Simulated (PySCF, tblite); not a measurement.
Isomers of C8H5NS, one GFN2-xTB conformer each. Single-point energies are computed at PBE0/pcSseg-1 (PySCF, gas phase, no added dispersion term), electronic only.

Question: Rank them by PBE0/pcSseg-1 energy, lowest first (kcal/mol).
A. `C#Cc1cc2sccc2[nH]1`
B. `C#Cc1csc2cc[nH]c12`

Answer: A (0.0), B (0.8).

Neighbours under 2.5 kcal/mol apart (C#Cc1cc2sccc2[nH]1 and C#Cc1csc2cc[nH]c12) can change places with a better method, another conformer or zero-point energy. GFN2-xTB itself gives, in the same order: 0.0, 1.1. Both levels put the same isomer lowest.

Question: Which frontier levels, dipoles and rotational constants go with these structures?

Answer: 
| SMILES | HOMO (eV, PBE0/pcSseg-1) | LUMO (eV) | dipole (D) | A, B, C (MHz) |
| --- | --- | --- | --- | --- |
| C#Cc1cc2sccc2[nH]1 | -5.87 | -0.85 | 2.09 | 3950, 720.2, 609.1 |
| C#Cc1csc2cc[nH]c12 | -5.99 | -0.84 | 2.13 | 1803, 1171, 710.1 |

Question: What happens when harmonic zero-point energies from GFN2-xTB frequencies are added?

Answer: 
```json
{"SMILES": "C#Cc1cc2sccc2[nH]1", "ZPE (kcal/mol)": "64.3", "electronic (kcal/mol)": "0.0", "with ZPE (kcal/mol)": "0.0"}
{"SMILES": "C#Cc1csc2cc[nH]c12", "ZPE (kcal/mol)": "64.4", "electronic (kcal/mol)": "0.8", "with ZPE (kcal/mol)": "0.9"}
```

The zero-point energies span 0.1 kcal/mol. The order is unchanged.
